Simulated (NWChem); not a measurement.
Program: NWChem. System: H2OSi, charge 1, spin multiplicity 2, at the geometry of a parent with another charge or spin, in a state set for the comparison that need not be this species' ground state. Its SCF solution wasn't tested for a lower state. Level: UMP2/def2-QZVP, 6 core orbitals frozen.

Job file:

```
start mol
memory heap 200 mb stack 900 mb global 1100 mb
charge 1
geometry units angstroms nocenter noautoz
  Si     0.000000     0.000000    -0.447166
  O      0.000000     0.000000     1.105239
  H     -1.248029     0.000000    -1.290790
  H      1.248029     0.000000    -1.290790
  symmetry group C2v
end
basis spherical
  * library def2-qzvp
end
scf
  uhf
  nopen 1
  maxiter 100
  thresh 1e-7
  semidirect memsize 60000000 filesize 0
  # guess.movecs holds the orbitals of an unrestricted PBE0 run
  vectors input guess.movecs output mol.movecs
end
mp2
  freeze core 6
end
task mp2 energy
```

Part of the output:

```
             Northwest Computational Chemistry Package (NWChem) 7.3.0
             --------------------------------------------------------

                                NWChem Input Module
                                -------------------

 Scaling coordinates for geometry "geometry" by  1.889725989
 (inverse scale =  0.529177249)

 Turning off AUTOSYM since
 SYMMETRY directive was detected!

                             Geometry "geometry" -> ""
                             -------------------------

 Output coordinates in angstroms (scale by  1.889725989 to convert to a.u.)

  No.       Tag          Charge          X              Y              Z
 ---- ---------------- ---------- -------------- -------------- --------------
    1 Si                  14.0000     0.00000000     0.00000000    -0.44716600
    2 O                    8.0000     0.00000000     0.00000000     1.10523900
    3 H                    1.0000    -1.24802900     0.00000000    -1.29079000
    4 H                    1.0000     1.24802900     0.00000000    -1.29079000

 Effective nuclear repulsion energy (a.u.)      51.3600516648

            Nuclear Dipole moment (a.u.)
            ----------------------------
        X                 Y               Z
 ---------------- ---------------- ----------------
     0.0000000000     0.0000000000     0.0000151178

      Symmetry information
      --------------------

 Group name             C2v
 Group number             16
 Group order               4
 No. of unique centers     3

      Symmetry unique atoms

     1    2    3


 Summary of "ao basis" -> "" (spherical)
 ------------------------------------------------------------------------------
       Tag                 Description            Shells   Functions and Types
 ---------------- ------------------------------  ------  ---------------------
 *                         def2-qzvp                  on all atoms

 Summary of "ao basis" -> "ao basis" (spherical)
 ------------------------------------------------------------------------------
       Tag                 Description            Shells   Functions and Types
 ---------------- ------------------------------  ------  ---------------------
 Si                        def2-qzvp                22       70   9s6p4d2f1g
 O                         def2-qzvp                17       57   7s4p3d2f1g
 H                         def2-qzvp                10       30   4s3p2d1f

                                 NWChem SCF Module
                                 -----------------

  ao basis        = "ao basis"
  functions       =   187
  atoms           =     4
  alpha electrons =    12
  beta  electrons =    11
  charge          =   1.00
  wavefunction    = UHF
  use symmetry    = T
  symmetry adapt  = T

 Summary of "ao basis" -> "ao basis" (spherical)
 ------------------------------------------------------------------------------
       Tag                 Description            Shells   Functions and Types
 ---------------- ------------------------------  ------  ---------------------
 Si                        def2-qzvp                22       70   9s6p4d2f1g
 O                         def2-qzvp                17       57   7s4p3d2f1g
 H                         def2-qzvp                10       30   4s3p2d1f

      Symmetry analysis of basis
      --------------------------

        a1         74
        a2         25
        b1         49
        b2         39

 Forming initial guess at       0.1s

   Symmetry analysis of molecular orbitals - initial alpha
   -------------------------------------------------------

  Numbering of irreducible representations:

     1 a1          2 a2          3 b1          4 b2

  Orbital symmetries:

     1 a1          2 a1          3 a1          4 b2          5 a1
     6 b1          7 a1          8 a1          9 b1         10 a1
    11 b2         12 b1         13 b2         14 a1         15 a1
    16 b1         17 a1         18 a2         19 b1         20 b2
    21 a1         22 b2

   Symmetry analysis of molecular orbitals - initial beta
   ------------------------------------------------------

  Numbering of irreducible representations:

     1 a1          2 a2          3 b1          4 b2

  Orbital symmetries:

     1 a1          2 a1          3 a1          4 b2          5 a1
     6 b1          7 a1          8 a1          9 a1         10 b2
    11 b1         12 b1         13 b2         14 a1         15 a1
    16 a1         17 b1         18 a2         19 b1         20 b2
    21 a1         22 b2

 Starting SCF solution at       0.1s

 ----------------------------------------------
         Quadratically convergent UHF

 Convergence threshold     :          1.000E-07
 Maximum no. of iterations :          100
 Integral*density screening:          1.000E-09
 ----------------------------------------------

              iter       energy          gnorm     gmax       time
             ----- ------------------- --------- --------- --------
                 1     -364.6449104905  1.11D+00  4.19D-01      8.1
                 2     -364.6702143133  3.43D-01  1.41D-01      9.4
                 3     -364.6721963402  4.27D-02  1.16D-02     10.4
                 4     -364.6724551886  1.26D-03  3.20D-04     12.9
                 5     -364.6724557966  9.21D-07  2.22D-07     17.4
                 6     -364.6724557966  9.83D-09  2.22D-09     20.2

       Final UHF  results
       ------------------

         Total SCF energy =   -364.672455796573
      One electron energy =   -600.361281710034
      Two electron energy =    184.328774248642
 Nuclear repulsion energy =     51.360051664819
[...]
    82      0.317766  2 O  py

 Vector   11  Occ=1.000000D+00  E=-7.708399D-01  Symmetry=b1
              MO Center=  8.2D-14,  2.9D-16, -9.6D-01, r^2= 2.0D+00
   Bfn.  Coefficient  Atom+Function         Bfn.  Coefficient  Atom+Function
  ----- ------------  ---------------      ----- ------------  ---------------
    19      0.280554  1 Si px                22      0.250205  1 Si px
   130     -0.197974  3 H  s                160      0.197974  4 H  s
    10     -0.170110  1 Si px

 Vector   12  Occ=0.000000D+00  E=-2.386302D-01  Symmetry=b1
              MO Center= -2.2D-13, -8.1D-15,  6.7D-01, r^2= 2.0D+00
   Bfn.  Coefficient  Atom+Function         Bfn.  Coefficient  Atom+Function
  ----- ------------  ---------------      ----- ------------  ---------------
   131      0.266388  3 H  s                161     -0.266388  4 H  s
    25      0.253243  1 Si px                84      0.244532  2 O  px
    78      0.224648  2 O  px                81      0.223566  2 O  px
    87      0.203567  2 O  px

 Vector   13  Occ=0.000000D+00  E=-2.149224D-01  Symmetry=b2
              MO Center= -5.7D-16, -9.3D-14, -6.3D-01, r^2= 3.1D+00
   Bfn.  Coefficient  Atom+Function         Bfn.  Coefficient  Atom+Function
  ----- ------------  ---------------      ----- ------------  ---------------
    23      0.485235  1 Si py                26      0.401689  1 Si py
    20      0.266001  1 Si py                11     -0.171703  1 Si py
    88     -0.157092  2 O  py

 Vector   14  Occ=0.000000D+00  E=-1.331144D-01  Symmetry=a1
              MO Center=  8.9D-14,  7.5D-14, -5.4D-01, r^2= 4.4D+00
   Bfn.  Coefficient  Atom+Function         Bfn.  Coefficient  Atom+Function
  ----- ------------  ---------------      ----- ------------  ---------------
     9      0.770790  1 Si s                 27      0.567566  1 Si pz
    24     -0.396096  1 Si pz                45     -0.303438  1 Si d  0
   130     -0.271005  3 H  s                160     -0.271005  4 H  s
    77      0.209191  2 O  s                131     -0.200772  3 H  s
   161     -0.200772  4 H  s                  7      0.199269  1 Si s

 center of mass
 --------------
 x =   0.00000000 y =   0.00000000 z =   0.10544604

 moments of inertia (a.u.)
 ------------------
         101.232514583288           0.000000000000           0.000000000000
           0.000000000000         112.443973980413           0.000000000000
           0.000000000000           0.000000000000          11.211459397125

  Mulliken analysis of the total density
  --------------------------------------

    Atom       Charge   Shell Charges
 -----------   ------   -------------------------------------------------------
    1 Si  14    13.04   1.69  0.01  0.25  0.37  1.06  0.58  0.36  0.74  0.10  5.49 -0.01  0.55  0.82  0.63  0.03  0.00  0.09  0.15  0.06  0.03  0.03  0.01
    2 O    8     8.12   1.07  0.01  0.68  0.21  0.49  1.04  0.37  1.18  1.52  1.31  0.22  0.00  0.01  0.02  0.00  0.00  0.00
    3 H    1     0.92   0.10  0.31  0.44  0.04  0.00  0.01  0.02  0.00  0.00  0.00
    4 H    1     0.92   0.10  0.31  0.44  0.04  0.00  0.01  0.02  0.00  0.00  0.00

  Mulliken analysis of the alpha density
  --------------------------------------

    Atom       Charge   Shell Charges
 -----------   ------   -------------------------------------------------------
    1 Si  14     6.48   0.84  0.00  0.13  0.18  0.53  0.29  0.18  0.36  0.05  2.75 -0.00  0.27  0.39  0.29  0.01  0.00  0.05  0.08  0.04  0.01  0.02  0.01
    2 O    8     4.56   0.54  0.00  0.34  0.10  0.25  0.53  0.18  0.74  0.95  0.79  0.12  0.00  0.00  0.01  0.00  0.00  0.00
    3 H    1     0.48   0.05  0.16  0.23  0.02  0.00  0.00  0.01  0.00  0.00  0.00
    4 H    1     0.48   0.05  0.16  0.23  0.02  0.00  0.00  0.01  0.00  0.00  0.00

   Mulliken analysis of the beta density
   -------------------------------------

    Atom       Charge   Shell Charges
 -----------   ------   -------------------------------------------------------
    1 Si  14     6.56   0.84  0.00  0.13  0.18  0.53  0.29  0.19  0.38  0.05  2.75 -0.00  0.27  0.43  0.34  0.02  0.00  0.04  0.06  0.03  0.01  0.01  0.00
    2 O    8     3.56   0.54  0.00  0.34  0.10  0.23  0.51  0.19  0.44  0.57  0.52  0.10  0.00  0.00  0.01  0.00  0.00  0.00
    3 H    1     0.44   0.05  0.15  0.21  0.02  0.00  0.00  0.01  0.00  0.00  0.00
    4 H    1     0.44   0.05  0.15  0.21  0.02  0.00  0.00  0.01  0.00  0.00  0.00

   Mulliken analysis of the spin density
   -------------------------------------

    Atom       Charge   Shell Charges
 -----------   ------   -------------------------------------------------------
    1 Si  14    -0.08  -0.00  0.00  0.00 -0.00 -0.00  0.00 -0.01 -0.02 -0.00 -0.00  0.00 -0.00 -0.04 -0.05 -0.01  0.00  0.01  0.02  0.01  0.00  0.00  0.00
    2 O    8     1.01   0.00 -0.00 -0.00 -0.00  0.02  0.03 -0.01  0.30  0.38  0.28  0.02  0.00  0.00  0.00 -0.00 -0.00 -0.00
    3 H    1     0.04   0.00  0.01  0.02  0.00 -0.00  0.00 -0.00  0.00  0.00  0.00
    4 H    1     0.04   0.00  0.01  0.02  0.00 -0.00  0.00 -0.00  0.00  0.00  0.00

       Multipole analysis of the density wrt the origin
       ------------------------------------------------

     L   x y z        total         alpha         beta         nuclear
     -   - - -        -----         -----         ----         -------
     0   0 0 0      1.000000    -12.000000    -11.000000     24.000000

     1   1 0 0     -0.000000      0.000000     -0.000000      0.000000
     1   0 1 0     -0.000000     -0.000000     -0.000000      0.000000
     1   0 0 1     -1.241707     -1.549541      0.307819      0.000015

     2   2 0 0    -10.448648    -11.447848    -10.125211     11.124411
     2   1 1 0      0.000000     -0.000000      0.000000      0.000000
     2   1 0 1      0.000000     -0.000000      0.000000      0.000000
     2   0 2 0    -10.251060     -5.165753     -5.085307      0.000000
     2   0 1 1      0.000000      0.000000     -0.000000      0.000000
     2   0 0 2    -10.837589    -36.178246    -31.453934     56.794591

                   NWChem MP2 Semi-direct Energy/Gradient Module
                   ---------------------------------------------

  Basis functions       =    187
  Molecular orbitals    =    187
  Frozen core           =      6
  Frozen virtuals       =      0
  Active alpha occupied =      6
  Active beta occupied  =      5
  Active alpha virtual  =    175
  Active beta virtual   =    176
  Use MO symmetry       = T
  Use skeleton AO sym   = T

  AO/Fock/Back tols     =   1.0D-09  1.0D-09  1.0D-09

 GA uses MA = F    GA memory limited = T

 Available:
  local mem=  1.26D+08
 global mem=  1.44D+08
 local disk=  0.00D+00
  mp2_memr nvloc                   175
  nvloc new                   175
   1 passes of   6:        7340032                     158087                  61710102.
   1 passes of   6: M    126144252           G      144109262           F     118804220.

 Semi-direct pass number   1 of   1  for UHF alpha       at       20.7s
  vrange nnbf                 17269
  mp2_eaftype                   235  avail_ma_in_mb                  1099
 EAF : mp2_eaftype filesize         235   30855051.
  mp2_eaf for mointskh                    235
Node 0 wrote    145.1 Mb in      0.2 s     Agg I/O rate:   621.4 Mb/s
 Done moints_semi at       47.5s
  mp2_eaftype                   235  avail_ma_in_mb                   864
 EAF : mp2_eaftype filesize         235   30855051.
  mp2_eaf for kh                   235
 Done maket at       48.0s
 Done multipass loop at       48.0s

 GA uses MA = F    GA memory limited = T

 Available:
  local mem=  1.26D+08
 global mem=  1.44D+08
 local disk=  0.00D+00
  mp2_memr nvloc                   176
  nvloc new                   176
   1 passes of   5:        7340032                     144042                  51728620.
   1 passes of   5: M    126144252           G      144109262           F     118804220.

 Semi-direct pass number   1 of   1  for UHF beta        at       48.1s
  vrange nnbf                 17269
  mp2_eaftype                   197  avail_ma_in_mb                  1099
 EAF : mp2_eaftype filesize         197   25864310.
  mp2_eaf for mointskh                    197
Node 0 wrote    121.6 Mb in      0.2 s     Agg I/O rate:   552.4 Mb/s
 Done moints_semi at       74.7s
  mp2_eaftype                   197  avail_ma_in_mb                   902
 EAF : mp2_eaftype filesize         197   25864310.
  mp2_eaf for kh                   197
 Done maket at       75.1s
 Done multipass loop at       75.1s

          -------------------------------------------
          SCF energy                -364.672455796573
          Correlation energy          -0.302361958437
          Singlet pairs                0.000000000000
          Triplet pairs                0.000000000000
          Total MP2 energy          -364.974817755010
          -------------------------------------------

          ---------------------------------------------------
                    Spin Component Scaled (SCS) MP2
          Same spin pairs                     -0.060324873911
          Same spin scaling factor             0.333333333333
          Opposite spin pairs                 -0.242037084526
          Opposite spin scaling fact.          1.200000000000
          SCS-MP2 correlation energy          -0.310552792735
          Total SCS-MP2 energy              -364.983008589308
          ---------------------------------------------------

 -----------------------
 Performance information
 -----------------------

 Timer overhead =  1.37D-07 seconds/call

               Nr. of calls         CPU time (s)                 Wall time (s)                GFlops
             ---------------    -------------------     ------------------------------   -------------------
Name         Min   Avg   Max    Min     Avg     Max     Min     Avg     Max   Mx/calls   Min     Max     Sum
mp2: moin     2     2     2    53.     53.     53.      53.     53.     53.     27.      0.0     0.0     0.0
mp2: make     2     2     2   0.81    0.81    0.81     0.81    0.81    0.81    0.41      0.0     0.0     0.0
mp2: tota     1     1     1    55.     55.     55.      55.     55.     55.     55.      0.0     0.0     0.0

 The average no. of pstat calls per process was 5.00D+00
 with a timing overhead of 6.86D-07s

 Task  times  cpu:       75.0s     wall:       75.0s

 Total times  cpu:       75.1s     wall:       75.1s
```
